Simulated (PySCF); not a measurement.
## Assignment exercise: C8H12O

Structure with atom numbers: `[CH3:1][CH:2]([CH3:3])[C:4]1=[CH:5][C:6](=[O:7])[CH2:8][CH2:9]1`. Each H is labelled by its parent atom.

Calculated, not measured (PySCF 2.14.0 with density-fitted response routines): PBE0-D3(BJ)/def2-SVP geometry, shieldings: GIAO PBE0/pcSseg-1. Rapidly exchanging positions averaged, relativity neglected, one computed conformer, isolated molecule.

δ = σ(ref) − σ, references computed at the same level: TMS for $^{13}$C (σ = 184.41 ppm), $^{1}$H (σ = 31.27 ppm).

Task: Assign these signals to the numbered atoms. $^{13}$C{$^{1}$H} NMR (computed): δ 207.8 (C), 194.1 (C), 134.7 (CH), 36.2 (CH2), 34.9 (CH), 32.3 (CH2), 22.4 (CH3).

Result: 
| δ (ppm) | atoms | environment | reason |
| --- | --- | --- | --- |
| 207.8 | C6 | ketone carbonyl carbon | low-lying n→π* states of the double bond to the heteroatom give a large paramagnetic term (-274 ppm) |
| 194.1 | C4 | β carbon of a C=C–C=O unit | conjugation with the carbonyl draws π density from the β position |
| 134.7 | C5 | α carbon of a C=C–C=O unit | the olefinic region |
| 36.2 | C8 | sp3 CH2 α to a carbonyl | α to the electron-withdrawing carbonyl group |
| 34.9 | C2 | allylic sp3 CH | a saturated carbon with 3 carbon neighbours and no heteroatom attached |
| 32.3 | C9 | allylic sp3 CH2 | a saturated carbon with 2 carbon neighbours and no heteroatom attached |
| 22.4 | C1/C3 | methyl carbon | saturated and bonded to C and H only |

C8 and C2 lie closer than the usual error of such a calculation, so a measured spectrum could show them in the other order.

Task: Assign these signals to the numbered atoms. $^{1}$H NMR (300 MHz, computed): δ 5.97 (s, 1H), 2.39 (m, 2H), 2.19 (m, 2H), 2.15 (sept, 1H), 1.18 (d, 6H).

Result: 
| δ (ppm) | atoms | environment | reason |
| --- | --- | --- | --- |
| 5.97 | H(C5) | hydrogen on an α carbon of a C=C–C=O unit | attached to an sp2 carbon and in the plane of the double bond |
| 2.39 | H(C9) | hydrogen on an allylic sp3 CH2 | allylic position |
| 2.19 | H(C8) | hydrogen on an sp3 CH2 α to a carbonyl | α to C=O |
| 2.15 | H(C2) | hydrogen on an allylic sp3 CH | allylic position |
| 1.18 | H(C1)/H(C3) | hydrogen on a methyl carbon | – |

H(C8) and H(C2) lie closer than the usual error of such a calculation, so a measured spectrum could show them in the other order.

Shifts are as computed. Against solution values, carbons near 30 ppm lie about +2 ppm off and those near 130 ppm about +5 ppm. Of 1211 compounds with measured shifts, 218 miss one by over three times the rms of a fit or turn the order of signals round; such compounds aren't used in these exercises. Multiplicities follow the n + 1 count of equivalent neighbours, as no J values were calculated; m marks all less simple cases, F and P coupling included.
